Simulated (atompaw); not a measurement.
**caesium (Cs): one change to a PAW (atompaw) potential, before and after**

| Property | Result |
| --- | --- |
| Element | caesium |
| Generator | atompaw 4.2.0.5 |
| Type | PAW |
| Functional | LDA (PW92) |
| Relativity | scalar-relativistic |
| Frozen core | [Kr] 4d10 5s2 |
| Valence charge | 7 |
| Reference configuration | 5p6 5d0 6s0 6p0 (charge +1) |
| Partial waves | 6s (bound, empty): rc 3.00 bohr; 6s channel at 3.1 Ry: rc 3.00 bohr; 5p (bound): rc 3.00 bohr; 6p (bound, empty): rc 3.00 bohr; 5d (bound, empty): rc 3.00 bohr; 5d channel at 1.45 Ry: rc 3.00 bohr |
| Local potential | ultrasoft scheme with l = 3 at 0.5 Ry, radius 2.40 bohr |
| Core correction | smooth core density matched at 2.40 bohr |
| Augmentation charge | sinc compensation charge, radius 2.30 bohr; PAW radius 3.00 bohr; waves and projectors: custom polynom2 7 10 vanderbiltortho |

Change: local potential bessel scheme, radius 2.40 bohr.

Cutoffs: the cutoffs (Ry, on a coarse ladder) from which the occupation-weighted sum of valence levels, in a spherical-Bessel basis at the reference potential, stays within 10 and 1 mRy of its value at 400 Ry; they do not see the model core or the augmentation charge, which bear on the density cutoff.

What does the change do?

The potential gets softer (40 Ry and 40 Ry → 18 Ry and 40 Ry); the bound ghosts move from p, s to s; the range in which the s phases agree narrows (upper end 4.9 → 0.4). A state that the projectors do not describe sees the local part alone, so a deeper or shallower local part can create or remove a ghost.

| quantity | base | changed |
| --- | --- | --- |
| cutoff, loose | 40 Ry | 18 Ry |
| cutoff, tight | 40 Ry | 40 Ry |
| bound ghosts | s, p | s |
| s: phases at 3.00 bohr within 0.05 rad from the reference energy up to (Ry; the scan ends near 5) | 4.9 | 0.4 |
| p: phases at 3.00 bohr within 0.05 rad from the reference energy up to (Ry; the scan ends near 5) | 1.2 | 1.4 |
| d: phases at 3.00 bohr within 0.05 rad from the reference energy up to (Ry; the scan ends near 5) | 2.4 | 3.1 |
| lowest overlap eigenvalue by channel | s 0.28, p 0.84, d 0.87 | s 0.32, p 0.84, d 0.86 |

 A true bound ghost makes a file unfit for plane-wave use even where its test errors are small: the radial tests pick states by their node count and pass the ghost by. The cutoffs see the waves, projectors and local potential, not the compensation charge or the core.
